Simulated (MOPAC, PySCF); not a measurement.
H7AlOSi2, SMILES `[SiH3][Al]([OH])[SiH3]` (H–O–Al–Si torsion 180°), neutral singlet in the gas phase. 

Z-matrix (Å, degrees):
```
Al
O 1 1.7050
H 2 0.9586 1 124.97
Si 1 2.4564 2 114.00 3 -179.98
H 4 1.4863 1 111.78 2 -51.96
H 4 1.4867 5 107.63 1 122.51
H 4 1.4872 5 107.53 6 115.32
Si 1 2.4660 2 118.84 3 -0.54
H 8 1.4861 1 112.41 2 170.29
H 8 1.4882 9 107.51 1 123.08
H 8 1.4886 9 107.33 10 114.71
```
Charge 0, multiplicity 1.

All levels are single points at this geometry (B3LYP-D3(BJ)/def2-TZVP); Pople sets use spherical d functions. Orbital energies aren't observables, and empty levels follow the basis.

| level | HOMO (eV) | LUMO (eV) | gap (eV) | dipole (D) | vertical IE, Delta-SCF (eV) |
|---|---|---|---|---|---|
| B3LYP-D3(BJ)/def2-TZVP in PySCF | -6.92 | -2.00 | 4.92 | 1.20 | 8.88 |
| PBE-D3(BJ)/def2-TZVP in PySCF | -6.09 | -2.57 | 3.52 | 1.16 | 8.66 |
| B3LYP/3-21G in PySCF | -6.94 | -1.64 | 5.30 | 1.75 | – |
| B3LYP/6-31G* in PySCF | -6.81 | -1.73 | 5.08 | 1.37 | 8.83 |
| BP86/6-31G* in PySCF | -6.08 | -2.36 | 3.72 | 1.38 | – |
| HF/6-31G* in PySCF | -9.42 | 1.13 | 10.55 | 1.44 | 8.44 |
| HF/STO-3G in PySCF | -6.52 | 8.37 | 14.89 | 1.01 | – |
| PM3 in MOPAC | -9.08 | -2.34 | 6.73 | 0.65 | – |
| PM7 in MOPAC | -10.03 | -1.61 | 8.42 | 2.62 | – |
